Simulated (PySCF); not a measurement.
C₃H₆GaNO (SMILES [CH3][Ga]([CH3])[N]=C=O), singlet, at a GFN2-xTB geometry (such geometries of metal compounds can be far from the true shape), with bond 8-6 at 2.4 times its length; CASCI(2,4)+NEVPT2/STO-3G run with PySCF.

Here is a job for PySCF.
```python
from pyscf import gto, scf, mcscf, mrpt
import numpy

mol = gto.Mole()
mol.atom = '''
    Ga   -0.61272180    0.26237536   -0.29327033
    C    -2.09237622   -1.13290912   -0.27931507
    H    -1.76386545   -2.01667886   -0.83175229
    H    -3.01427065   -0.75733339   -0.72644503
    H    -2.29580355   -1.43753282    0.75024086
    C    -0.37274475    2.18850565   -0.90057903
    H     0.42510495    2.23859004   -1.64562338
    H     0.34271438    3.66557015    1.14508286
    H    -1.28698695    2.59918726   -1.33228900
    N     0.95029549   -0.40692876    0.45484504
    C     1.95239892   -0.83604235    0.93448719
    O     2.92863726   -1.25408017    1.40174939
'''
mol.basis = 'sto-3g'
mol.verbose = 4
mol.build()

mf = scf.RHF(mol)
mf.kernel()
mc = mcscf.CASCI(mf, 4, 2)
mc.fix_spin_(ss=0.0)
mc.kernel()
occ = numpy.linalg.eigvalsh(mc.fcisolver.make_rdm1(mc.ci, mc.ncas, mc.nelecas))[::-1]
ss = mc.fcisolver.spin_square(mc.ci, mc.ncas, mc.nelecas)[0]
print('natural occupations', occ.round(4), ' <S^2>', round(ss, 4))
e2 = mrpt.NEVPT(mc).kernel()
print('E(NEVPT2) = %.10f' % (mc.e_tot + e2))
```

What the program printed (banner, timings and long lists left out):

```
PySCF version 2.14.0

[INPUT] verbose = 4
[INPUT] num. atoms = 12
[INPUT] num. electrons = 70
[INPUT] charge = 0
[INPUT] spin (= nelec alpha-beta = 2S) = 0
[INPUT] symmetry False subgroup None
[INPUT] Mole.unit = angstrom
[INPUT] Symbol           X                Y                Z      unit          X                Y                Z       unit  Magmom
[...]
nuclear repulsion = 385.33647962807
number of shells = 29
number of NR pGTOs = 147
number of NR cGTOs = 49
basis = sto-3g
ecp = {}

******** <class 'pyscf.scf.hf.RHF'> ********
method = RHF
initial guess = minao
damping factor = 0
level_shift factor = 0
DIIS = <class 'pyscf.scf.diis.CDIIS'>
diis_start_cycle = 1
diis_space = 8
diis_damp = 0
SCF conv_tol = 1e-09
SCF conv_tol_grad = None
SCF max_cycles = 50
direct_scf = True
direct_scf_tol = 1e-13
Set gradient conv threshold to 3.16228e-05
Initial guess from minao.
init E= -2142.22504421174
[...]
cycle= 1 E= -2143.42629017145  delta_E= -1.2  |g|= 0.895  |ddm|= 4.53
[...]
cycle= 2 E= -2142.04394309318  delta_E= 1.38  |g|= 1.83  |ddm|= 3.36
[...]
cycle= 3 E= -2143.72479252806  delta_E= -1.68  |g|= 0.485  |ddm|= 3.08
[...]
cycle= 4 E= -2143.79078581098  delta_E= -0.066  |g|= 0.225  |ddm|= 0.637
[...]
cycle= 5 E= -2143.81759423157  delta_E= -0.0268  |g|= 0.146  |ddm|= 0.432
[...]
cycle= 6 E= -2143.82690268996  delta_E= -0.00931  |g|= 0.0609  |ddm|= 0.235
[...]
cycle= 7 E= -2143.83001123023  delta_E= -0.00311  |g|= 0.0247  |ddm|= 0.167
[...]
cycle= 8 E= -2143.83060289291  delta_E= -0.000592  |g|= 0.0102  |ddm|= 0.0843
[...]
cycle= 9 E= -2143.83077578045  delta_E= -0.000173  |g|= 0.00517  |ddm|= 0.0475
[...]
cycle= 10 E= -2143.83084174055  delta_E= -6.6e-05  |g|= 0.00279  |ddm|= 0.0337
[...]
cycle= 11 E= -2143.83086443789  delta_E= -2.27e-05  |g|= 0.0016  |ddm|= 0.0206
[...]
cycle= 12 E= -2143.83087409017  delta_E= -9.65e-06  |g|= 0.000864  |ddm|= 0.0146
[...]
cycle= 13 E= -2143.83087678052  delta_E= -2.69e-06  |g|= 0.000408  |ddm|= 0.008
[...]
cycle= 14 E= -2143.83087736563  delta_E= -5.85e-07  |g|= 0.000253  |ddm|= 0.00422
[...]
cycle= 15 E= -2143.83087745296  delta_E= -8.73e-08  |g|= 5.83e-05  |ddm|= 0.00164
[...]
cycle= 16 E= -2143.83087746025  delta_E= -7.29e-09  |g|= 2.62e-05  |ddm|= 0.000406
[...]
cycle= 17 E= -2143.83087746175  delta_E= -1.5e-09  |g|= 1.78e-05  |ddm|= 0.000146
[...]
cycle= 18 E= -2143.8308774623  delta_E= -5.5e-10  |g|= 1.26e-05  |ddm|= 8.22e-05
[...]
[...]
converged SCF energy = -2143.83087746255
CASCI E = -2143.98673189821  E(CI) = -0.966254948807091  S^2 = 0.0000000
[...]
0 Ga 3dyz       -0.07729   0.02810  -0.08748  -0.04348
0 Ga 3dz^2       0.12093  -0.06503  -0.16525  -0.04283
0 Ga 3dxz        0.03377  -0.01696   0.03569   0.03166
0 Ga 3dx2-y2     0.03361  -0.03845  -0.05883  -0.03119
1 C 1s          -0.00007   0.00010   0.00340   0.00168
1 C 2s           0.02901  -0.01962  -0.23506  -0.11523
1 C 2px          0.07200  -0.03936  -0.25800  -0.11667
1 C 2py          0.07249  -0.03732  -0.24568  -0.12769
1 C 2pz         -0.01559   0.01327   0.01389  -0.01816
2 H 1s          -0.00829  -0.00005   0.00232   0.09992
3 H 1s          -0.00690  -0.00438   0.02811   0.01072
4 H 1s          -0.02784   0.02053   0.07510  -0.06249
5 C 1s          -0.00060   0.00148   0.00304   0.00194
5 C 2s           0.14675  -0.23162  -0.19245  -0.16419
5 C 2px          0.17189  -0.17415   0.07361  -0.00603
5 C 2py          0.41917  -0.38155   0.39918   0.06838
5 C 2pz          0.41144  -0.47920  -0.00944  -0.16078
6 H 1s          -0.03736   0.04163   0.00535   0.10449
7 H 1s           0.70152   0.69742  -0.00249   0.00127
8 H 1s          -0.05738   0.05262   0.03359   0.01445
9 N 1s           0.00004  -0.00024   0.00250   0.00097
9 N 2s          -0.01474   0.02391  -0.19626  -0.07510
9 N 2px          0.07149  -0.03180   0.07258   0.05540
9 N 2py          0.02399   0.01362  -0.02618  -0.03271
9 N 2pz         -0.09321   0.04460   0.06611  -0.05557
10 C 1s         -0.00007   0.00010  -0.00090  -0.00036
10 C 2s          0.00537  -0.00890   0.09010   0.03629
10 C 2px         0.01779  -0.00859  -0.06187   0.05912
10 C 2py         0.02168  -0.01072   0.03847  -0.06926
10 C 2pz        -0.02667   0.01544   0.09084  -0.21459
11 O 1s          0.00002  -0.00005   0.00046   0.00019
11 O 2s         -0.00015   0.00158  -0.01566  -0.00627
11 O 2px        -0.04570   0.01088   0.07233  -0.04468
11 O 2py        -0.03165   0.00550  -0.04103   0.05448
11 O 2pz         0.07555  -0.03042  -0.06843   0.19014
<CAS-nat-orb|mo-hf>  35     35       0.99813666
<CAS-nat-orb|mo-hf>  36     36       0.95864396
<CAS-nat-orb|mo-hf>  37     38       0.92809371
<CAS-nat-orb|mo-hf>  38     37       0.90264714
Sr    (-1)',   E = -0.00069128154802
Si    (+1)',   E = -0.01797645287305
Sijrs (0)  ,   E = -0.25456208351484
Sijr  (+1) ,   E = -0.06113072751491
Srsi  (-1) ,   E = -0.00356546841876
Srs   (-2) ,   E = -0.00001421552855
Sij   (+2) ,   E = -0.01697250805473
Sir   (0)' ,   E = -0.00887067660819
Nevpt2 Energy = -0.363783414061046
E(NEVPT2) = -2144.3505153123
```
